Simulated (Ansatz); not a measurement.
Relaxation of the cluster Cd2SCl2 with RKS r2SCAN-D4/def2-SVP.

```sh
$ ansatz run in.yaml --threads 4 --pin off --events-out ev --progress --plain --max-ram 3916MiB
```

```yaml
crystal:
  periodic: [false, false, false]
  atoms:
    - {symbol: Cd, position_ang: [0.637650, 0.631300, 1.345990]}
    - {symbol: Cd, position_ang: [-0.784750, -0.302180, -1.382840]}
    - {symbol: S, position_ang: [-0.617780, 1.713700, -0.263780]}
    - {symbol: Cl, position_ang: [1.954690, 0.002740, 3.112040]}
    - {symbol: Cl, position_ang: [-1.189810, -2.045550, -2.811410]}
basis:
  gaussian: {orbitals: def2-SVP}
hamiltonian: {xc: r2scan, dispersion: d4}
scf: {lower_state_search: "off"}
output: {orbitals: {seedname: orbitals}}
relax: {f_tol: 0.02, max_steps: 100}
```

Run time 13 s (4 threads of Arm Neoverse V1 on a shared host).

Positions (Å) and forces (eV/Å) at steps 1, 2, 4, 5 of 5:

```xyz
5
step=1 energy=-45003.1450 eV
Cd    0.638    0.631    1.346    0.293    0.233    0.494
Cd   -0.785   -0.302   -1.383   -0.275   -0.111   -0.520
S    -0.618    1.714   -0.264   -0.059    0.083   -0.010
Cl    1.955    0.003    3.112   -0.031   -0.130   -0.062
Cl   -1.190   -2.046   -2.811    0.072   -0.075    0.099
5
step=2 energy=-45003.2324 eV
Cd    0.705    0.750    1.484   -0.091    0.070   -0.160
Cd   -0.886   -0.291   -1.547    0.034    0.157    0.114
S    -0.600    1.646   -0.251    0.074   -0.238    0.043
Cl    2.010    0.004    3.212   -0.031   -0.008   -0.032
Cl   -1.229   -2.108   -2.899    0.014    0.019    0.036
5
step=4 energy=-45003.2412 eV
Cd    0.689    0.764    1.441   -0.002   -0.006   -0.007
Cd   -0.876   -0.257   -1.518    0.005   -0.001    0.008
S    -0.620    1.685   -0.253   -0.006    0.014   -0.002
Cl    1.977   -0.070    3.138   -0.001   -0.005   -0.003
Cl   -1.170   -2.122   -2.809    0.003   -0.002    0.004
5
step=5 energy=-45003.2419 eV
Cd    0.679    0.770    1.424    0.007   -0.009    0.014
Cd   -0.872   -0.241   -1.505   -0.003   -0.016   -0.008
S    -0.631    1.712   -0.257   -0.003    0.015   -0.003
Cl    1.963   -0.109    3.102   -0.003    0.004   -0.007
Cl   -1.140   -2.133   -2.764    0.002    0.007    0.004
```

In the def2 sets Cd takes a core potential; there is no spin–orbit coupling. The structure comes from a short search, and lower isomers may exist.
